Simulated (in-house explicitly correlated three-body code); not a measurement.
Computed with an exponentially correlated three-body code. Model: two electrons around a point charge, non-relativistic, variational in 260 exponentially correlated functions (energies converged to about 1e-7 hartree, or 1e-8 relative for large Z).

For two electrons in a singlet the Kohn-Sham orbital is the square root of half the density, so the exact Kohn-Sham potential and energy parts follow from the density alone, and exchange is minus half the Hartree energy. The Kohn-Sham level equals minus the binding energy of the second electron.

Command:
```bash
python run_hyl.py task.json out
```
Settings (lengths in bohr, energies in hartree):
```
Z                      3.06
interaction_strength   1
functions              260
states_tried           13
```

Run time, properties included: 15 s on 1 thread of AMD EPYC 9R45 96-Core Processor (Zen 5) (shared host).

**Converged states only, values per electron or pair.**

Given: nuclear charge 3.06.

```tsv
term	mean r (bohr)	mean r squared (bohr²)	mean inverse r (1/bohr)	mean r12 (bohr)	mean inverse r12 (1/bohr)	mean cosine	mean p1 dot p2 (bohr⁻²)	delta r1 (bohr⁻³)	delta r12 (bohr⁻³)
1 1S	0.55991	0.42624	2.7479	0.84242	1.6051	-0.042802	0.29684	7.3041	0.57489
2 3S	1.4583	3.5909	1.8181	2.4989	0.47352	-0.012469	0.018194	4.8481	-
2 1S	?	?	?	?	?	?	?	?	?
2 3P	1.3806	3.2754	1.7983	2.3616	0.523	-0.055245	-0.32473	4.4943	-
2 1P	1.4799	3.8124	1.784	2.5173	0.50785	0.011233	0.2688	4.5703	0.010945
3 3S	3.1517	19.347	1.653	5.8424	0.21922	-0.0037194	0.0050096	4.6378	-
3 1S	3.3676	22.309	1.6473	6.2699	0.2228	-0.0045373	0.006561	4.6283	0.020504
3 3P	?	?	?	?	?	?	?	?	-
3 1P	3.3089	21.781	1.6435	6.1502	0.2273	0.0031697	0.078672	4.5626	0.0037107
4 3S	5.5732	64.031	1.5979	10.672	0.12512	-0.0015449	0.0020325	4.5916	-
4 1S	5.8634	71.189	1.5956	11.25	0.12639	-0.0019309	0.0027403	4.5884	0.0085456
4 3P	5.6724	67.022	1.5957	10.872	0.12943	-0.0059732	-0.033252	4.5531	-
4 1P	5.8669	71.847	1.594	11.257	0.12816	0.001304	0.032956	4.5611	0.0016339
```

**Question.** What belongs in the row 2 1S?

**Answer.** mean r (bohr): 1.6016; mean r squared (bohr²): 4.447; mean inverse r (1/bohr): 1.7971; mean r12 (bohr): 2.768; mean inverse r12 (1/bohr): 0.48983; mean cosine: -0.014559; mean p1 dot p2 (bohr⁻²): 0.022442; delta r1 (bohr⁻³): 4.8003; delta r12 (bohr⁻³): 0.070147.

**Question.** What belongs in the row 3 3P?

**Answer.** mean r (bohr): 3.1627; mean r squared (bohr²): 19.805; mean inverse r (1/bohr): 1.6475; mean r12 (bohr): 5.8689; mean inverse r12 (1/bohr): 0.23066; mean cosine: -0.014747; mean p1 dot p2 (bohr⁻²): -0.083305; delta r1 (bohr⁻³): 4.5427.

**Exact Kohn-Sham parts of the ground state from its density.**

Computed: total energy -7.60606345 hartree; Kohn-Sham kinetic 7.5661 hartree; Hartree energy 3.3772 hartree; exchange energy -1.6886 hartree; DFT correlation energy -0.043574 hartree; exact minus restricted Hartree-Fock -0.043558 hartree; Kohn-Sham level -79.573 eV; restricted Hartree-Fock level -79.91 eV; dipole polarisability 0.1756 bohr³; C6 of two such species 0.068281 hartree·bohr⁶.

**Question.** What is the potential part of the DFT correlation energy?

**Answer.** -0.08353 hartree.

**Question.** What is the kinetic part of the DFT correlation energy?

**Answer.** 0.039957 hartree.

**Functionals on the exact density and self-consistent, errors are functional minus exact, hybrids only self-consistent, a dash where a self-consistent run leaves the top level unbound.**

| result | exchange error (millihartree) | correlation error (millihartree) | functional driven error (millihartree) | density driven error (millihartree) | self consistent total error (millihartree) | top level plus exact binding (eV) |
| --- | --- | --- | --- | --- | --- | --- |
| RPBE | -2.4523 | -1.2485 | -3.7009 | -1.2274 | -4.9282 | 15.473 |
| TPSS | -4.1984 | -2.2108 | -6.4092 | -0.29736 | -6.7066 | 14.534 |
| AM05 | 181.83 | -74.666 | 107.16 | -1.3956 | 105.77 | 16.447 |
| HSE06 | - | - | - | - | 15.869 | 11.85 |
| PBE0 | - | - | - | - | ? | ? |
| SCAN | -4.5841 | 3.1534 | -1.4308 | -0.29404 | -1.7248 | 14.066 |
| PW91 | ? | ? | ? | ? | ? | ? |
| M06-L | -19.248 | -1.8737 | -21.121 | -2.2798 | -23.401 | 13.907 |
| BLYP | 6.3621 | -4.1145 | 2.2475 | -1.4817 | 0.76589 | 15.308 |
| LDA VWN5 | 236.23 | -92.757 | 143.47 | -2.0705 | 141.4 | 16.466 |

**Question.** What belongs in the row PBE0?

**Answer.** self consistent total error (millihartree): 17.994; top level plus exact binding (eV): 11.449.

**Question.** What belongs in the row PW91?

**Answer.** exchange error (millihartree): 21.187; correlation error (millihartree): -7.1932; functional driven error (millihartree): 13.994; density driven error (millihartree): -1.176; self consistent total error (millihartree): 12.818; top level plus exact binding (eV): 15.428.

**Density and exact potentials over r, pair density (one pair, times 4 pi r12^2) and exact minus Kohn-Sham pair density over r12.**

```json
{"radius (bohr)": "0.0697", "radial density (electrons/bohr)": "0.584", "exchange potential (hartree)": "-2.6875", "intracule density (1/bohr)": "0.036465", "Coulomb hole against Kohn-Sham (1/bohr)": "-0.0125", "correlation potential (hartree)": "-0.041"}
{"radius (bohr)": "0.0812", "radial density (electrons/bohr)": "0.73962", "exchange potential (hartree)": "-2.6687", "intracule density (1/bohr)": "0.049521", "Coulomb hole against Kohn-Sham (1/bohr)": "-0.01634", "correlation potential (hartree)": "-0.038"}
{"radius (bohr)": "0.0945", "radial density (electrons/bohr)": "0.92492", "exchange potential (hartree)": "-2.6446", "intracule density (1/bohr)": "0.066995", "Coulomb hole against Kohn-Sham (1/bohr)": "-0.02112", "correlation potential (hartree)": "-0.033"}
{"radius (bohr)": "0.11", "radial density (electrons/bohr)": "1.1423", "exchange potential (hartree)": "-2.6139", "intracule density (1/bohr)": "0.090434", "Coulomb hole against Kohn-Sham (1/bohr)": "-0.02704", "correlation potential (hartree)": "-0.028"}
{"radius (bohr)": "0.128", "radial density (electrons/bohr)": "1.3895", "exchange potential (hartree)": "-2.5754", "intracule density (1/bohr)": "0.12154", "Coulomb hole against Kohn-Sham (1/bohr)": "-0.03415", "correlation potential (hartree)": "-0.022"}
{"radius (bohr)": "0.149", "radial density (electrons/bohr)": "1.6625", "exchange potential (hartree)": "-2.5273", "intracule density (1/bohr)": "0.16262", "Coulomb hole against Kohn-Sham (1/bohr)": "-0.04244", "correlation potential (hartree)": "-0.015"}
{"radius (bohr)": "0.174", "radial density (electrons/bohr)": "1.9567", "exchange potential (hartree)": "-2.4667", "intracule density (1/bohr)": "0.2173", "Coulomb hole against Kohn-Sham (1/bohr)": "-0.05186", "correlation potential (hartree)": "-0.008"}
{"radius (bohr)": "0.202", "radial density (electrons/bohr)": "2.2385", "exchange potential (hartree)": "-2.3961", "intracule density (1/bohr)": "0.28448", "Coulomb hole against Kohn-Sham (1/bohr)": "-0.06126", "correlation potential (hartree)": "0"}
{"radius (bohr)": "0.236", "radial density (electrons/bohr)": "2.5078", "exchange potential (hartree)": "-2.3082", "intracule density (1/bohr)": "0.37185", "Coulomb hole against Kohn-Sham (1/bohr)": "-0.07036", "correlation potential (hartree)": "0.008"}
{"radius (bohr)": "0.274", "radial density (electrons/bohr)": "2.7159", "exchange potential (hartree)": "-2.2094", "intracule density (1/bohr)": "0.47308", "Coulomb hole against Kohn-Sham (1/bohr)": "-0.07691", "correlation potential (hartree)": "0.014"}
{"radius (bohr)": "0.319", "radial density (electrons/bohr)": "2.8479", "exchange potential (hartree)": "-2.0939", "intracule density (1/bohr)": "0.59201", "Coulomb hole against Kohn-Sham (1/bohr)": "-0.07938", "correlation potential (hartree)": "0.02"}
{"radius (bohr)": "0.372", "radial density (electrons/bohr)": "2.8717", "exchange potential (hartree)": "-1.9628", "intracule density (1/bohr)": "0.72268", "Coulomb hole against Kohn-Sham (1/bohr)": "-0.07542", "correlation potential (hartree)": "0.024"}
{"radius (bohr)": "0.433", "radial density (electrons/bohr)": "2.7688", "exchange potential (hartree)": "-1.8209", "intracule density (1/bohr)": "0.85098", "Coulomb hole against Kohn-Sham (1/bohr)": "-0.06346", "correlation potential (hartree)": "0.025"}
{"radius (bohr)": "0.504", "radial density (electrons/bohr)": "2.5372", "exchange potential (hartree)": "-1.6695", "intracule density (1/bohr)": "0.96149", "Coulomb hole against Kohn-Sham (1/bohr)": "-0.04331", "correlation potential (hartree)": "0.024"}
{"radius (bohr)": "0.587", "radial density (electrons/bohr)": "2.1918", "exchange potential (hartree)": "-1.5118", "intracule density (1/bohr)": "1.033", "Coulomb hole against Kohn-Sham (1/bohr)": "-0.01703", "correlation potential (hartree)": "0.021"}
{"radius (bohr)": "0.683", "radial density (electrons/bohr)": "1.7727", "exchange potential (hartree)": "-1.3539", "intracule density (1/bohr)": "1.0433", "Coulomb hole against Kohn-Sham (1/bohr)": "0.01026", "correlation potential (hartree)": "0.017"}
{"radius (bohr)": "0.796", "radial density (electrons/bohr)": "?", "exchange potential (hartree)": "?", "intracule density (1/bohr)": "?", "Coulomb hole against Kohn-Sham (1/bohr)": "?", "correlation potential (hartree)": "?"}
{"radius (bohr)": "0.926", "radial density (electrons/bohr)": "?", "exchange potential (hartree)": "?", "intracule density (1/bohr)": "?", "Coulomb hole against Kohn-Sham (1/bohr)": "?", "correlation potential (hartree)": "?"}
{"radius (bohr)": "1.08", "radial density (electrons/bohr)": "0.55568", "exchange potential (hartree)": "-0.91334", "intracule density (1/bohr)": "0.6464", "Coulomb hole against Kohn-Sham (1/bohr)": "0.04185", "correlation potential (hartree)": "0.005"}
{"radius (bohr)": "1.26", "radial density (electrons/bohr)": "0.30063", "exchange potential (hartree)": "-0.78877", "intracule density (1/bohr)": "0.43733", "Coulomb hole against Kohn-Sham (1/bohr)": "0.03052", "correlation potential (hartree)": "0.003"}
{"radius (bohr)": "1.46", "radial density (electrons/bohr)": "0.14607", "exchange potential (hartree)": "-0.6832", "intracule density (1/bohr)": "0.26134", "Coulomb hole against Kohn-Sham (1/bohr)": "0.01708", "correlation potential (hartree)": "0.002"}
{"radius (bohr)": "1.7", "radial density (electrons/bohr)": "0.059003", "exchange potential (hartree)": "-0.58773", "intracule density (1/bohr)": "0.1295", "Coulomb hole against Kohn-Sham (1/bohr)": "0.006342", "correlation potential (hartree)": "0.001"}
```

**Question.** What belongs in the row 0.796?

**Answer.** radial density (electrons/bohr): 1.3231; exchange potential (hartree): -1.1978; intracule density (1/bohr): 0.97797; Coulomb hole against Kohn-Sham (1/bohr): 0.03249; correlation potential (hartree): 0.012.

**Question.** What belongs in the row 0.926?

**Answer.** radial density (electrons/bohr): 0.90668; exchange potential (hartree): -1.0512; intracule density (1/bohr): 0.83991; Coulomb hole against Kohn-Sham (1/bohr): 0.04355; correlation potential (hartree): 0.008.

The density-driven part is never positive, since each functional's own density lowers its energy. Here it is small beside the functional-driven part (median ratio 0.096), the normal case. The correlation energy of density-functional theory lies 0.016 millihartree below exact minus Hartree-Fock, because the Hartree-Fock density, unlike the exact one, minimises the Hartree-Fock energy.
